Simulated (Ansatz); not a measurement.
A nudged elastic band was laid between two geometries of CH$_{6}$SSeSi (10 atoms, charge 0, multiplicity 1).

Level of theory: Ansatz, RKS B3LYP-D4/def2-SVP.

```
movable images  : 5
climbing image  : yes
spring          : 5.0 eV/Å²
optimiser       : quadratic models (default)
start path      : IDPP
force threshold : 0.05 eV/Å
iteration limit : 60
end points      : relaxed
```

Initial state:

```xyz
10
Properties=species:S:1:pos:R:3
C -1.231 1.157 -0.583
Se -0.508 0.869 1.235
Si 0.540 -1.115 0.802
S 1.919 -0.988 -0.861
H -0.433 1.016 -1.323
H -1.594 2.192 -0.616
H -2.062 0.466 -0.777
H -0.401 -2.187 0.375
H 1.208 -1.485 2.080
H 2.645 0.023 -0.329
```

Final state:

```xyz
10
Properties=species:S:1:pos:R:3
C -1.225 1.255 -0.501
Se -0.632 0.914 1.355
Si 0.658 -0.913 0.912
S 2.164 -0.411 -0.570
H -0.357 1.237 -1.172
H -1.680 2.254 -0.505
H -1.968 0.507 -0.808
H -0.115 -2.062 0.358
H 1.251 -1.287 2.224
H 1.986 -1.544 -1.290
```

(1) Which bonds break or form, and what moves?

(2) Give the energies along the band, and the barrier.

(3) What is the geometry of the highest image?

(4) What are the harmonic wavenumbers there?

Answers

(1) No bond is made or broken. The dihedral H9–Si3–S4–H10 goes from -62 to 108°.

(2) The run converged. The highest image is number 3 of 0 to 6, 0.145 eV above the first end and 0.087 eV above the last; the last end lies 0.058 eV above the first. A vibrational analysis at the climbing image gives one clearly imaginary mode, 205i cm⁻¹: a first-order saddle point.

| image | path coordinate (Å) | energy (eV) | dihedral H9–Si3–S4–H10 (°) |
| --- | --- | --- | --- |
| 0 | 0.00 | 0.000 | -62 |
| 1 | 0.64 | 0.016 | -50 |
| 2 | 1.28 | 0.084 | -21 |
| 3 | 1.92 | 0.145 | 20 |
| 4 | 2.52 | 0.104 | 55 |
| 5 | 3.11 | 0.067 | 84 |
| 6 | 3.70 | 0.058 | 108 |

(3) 
```xyz
10
Properties=species:S:1:pos:R:3
C -1.479 1.033 -0.671
Se -0.651 1.050 1.127
Si 0.670 -0.785 0.811
S 2.136 -0.459 -0.761
H -0.721 1.226 -1.442
H -2.220 1.843 -0.679
H -1.983 0.075 -0.856
H -0.191 -1.949 0.456
H 1.378 -1.038 2.095
H 3.144 -1.049 -0.077
```

(4) 205i, 36, 123, 134, 178, 382, 499, 508, 581, 680, 749, 836, 908, 922, 934, 1296, 1445, 1452, 2211, 2237, 2674, 3054, 3167, 3169 cm⁻¹.

Time of the run: 3.3 min on 2 threads of Arm Neoverse V2, with other jobs on the host, peak memory 0.28 GiB.
